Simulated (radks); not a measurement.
Results of a calculation; reference values are marked as such.
Question: Ionisation of N, [He] 2s2 2p3, to N+, [He] 2s2 2p2, under several functionals. Scalar-relativistic Kohn-Sham, spin-polarised, spherical densities, point nucleus; open shells are filled with parallel spins first; a radial shooting solver on a logarithmic mesh with Libxc functionals. The NIST Atomic Spectra Database gives 14.534 eV (measured). Rank these functionals by the error of their Delta-SCF ionisation energy: HCTH/407; RPBE; exchange-only PBE; SOGGA; exchange-only B88.

Answer: From best to worst: SOGGA 14.761 eV (+0.227); exchange-only B88 14.291 eV (-0.243); exchange-only PBE 14.277 eV (-0.258); RPBE 14.869 eV (+0.335); HCTH/407 15.328 eV (+0.794). Open shells are spherical and high-spin; term and fine-structure splittings are not resolved.
